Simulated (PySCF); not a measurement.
Molecule: `C(=C(/C=C\F)F)(F)F`, C4H2F4.

Bonds (- single, = double, # triple, : aromatic): F1-C2 1.322 Å, C2=C3 1.338 Å, C3-C4 1.444 Å, C4-F5 1.332 Å, C4=C6 1.342 Å, C6-F7 1.311 Å, C6-F8 1.305 Å. C2 carries H9; C3 carries H10. Stereochemistry as in F/C=C\C(F)=C(F)F.

Geometry PBE0-D3(BJ)/def2-SVP throughout; GIAO in PySCF 2.14.0 with density-fitted response routines, gas phase, one conformer, non-relativistic; equivalent atoms averaged; functional PBE0.

Q: How do the shifts δ (against CFCl3, TMS at the same level) depend on the basis set? (a selection of nuclei; ppm; last column core-seconds on 1 thread of an Arm Neoverse N1, shared host)

A: 
```tsv
basis set	functions	F1	F8	F7	F5	C6	C2	C4	C3	H10	core-s
pcSseg-0	76	-95.8	-104.3	-116.0	-197.3	174.3	165.6	144.7	110.8	5.43	10
6-31G*	116	-104.5	-100.9	-112.6	-186.0	147.5	142.6	121.6	94.4	4.74	18
cc-pVDZ	122	-101.1	-97.5	-109.6	-182.2	151.7	146.1	125.6	98.8	4.82	19
def2-SVP	122	-89.3	-87.2	-99.1	-170.8	152.3	146.0	126.8	97.5	4.86	18
aug-cc-pVDZ	202	-113.5	-99.6	-115.3	-181.1	151.3	146.9	125.3	97.8	5.41	42
6-311+G(2d,p)	228	-119.4	-104.9	-120.3	-188.9	158.9	153.5	131.1	101.1	5.21	48
def2-TZVP	260	-115.1	-102.6	-117.8	-188.8	160.7	154.4	131.5	101.8	5.33	62
cc-pVTZ	268	-112.4	-100.7	-115.9	-186.7	159.7	153.6	130.6	100.7	5.32	63
IGLO-III	300	-117.7	-103.5	-118.9	-190.1	163.5	158.1	135.1	104.7	5.35	73
pcSseg-2	316	-115.8	-103.9	-118.9	-190.9	164.7	159.4	135.9	105.4	5.37	88
```

Q: Which nucleus among those listed moves most, in ppm?

A: F1 (vinylic fluorine): from -119.4 ppm with 6-311+G(2d,p) to -89.3 ppm with def2-SVP. The smallest spread is 0.69 ppm, at H10. Proton shifts span only some 12 ppm, so a few tenths of a ppm matter as much there as several ppm in carbon.

Q: Taking the largest basis, pcSseg-2 (316 functions), as the yardstick, rank the others by their worst heavy-atom deviation.

A: IGLO-III 1.9 ppm (300 functions), def2-TZVP 5.0 ppm (260 functions), cc-pVTZ 5.8 ppm (268 functions), 6-311+G(2d,p) 5.9 ppm (228 functions), aug-cc-pVDZ 13.4 ppm (202 functions), cc-pVDZ 14.7 ppm (122 functions), 6-31G* 17.3 ppm (116 functions), pcSseg-0 20.1 ppm (76 functions), def2-SVP 26.5 ppm (122 functions).

A small basis that lands close on one nucleus may do so by chance; judge by the trend and by all nuclei.
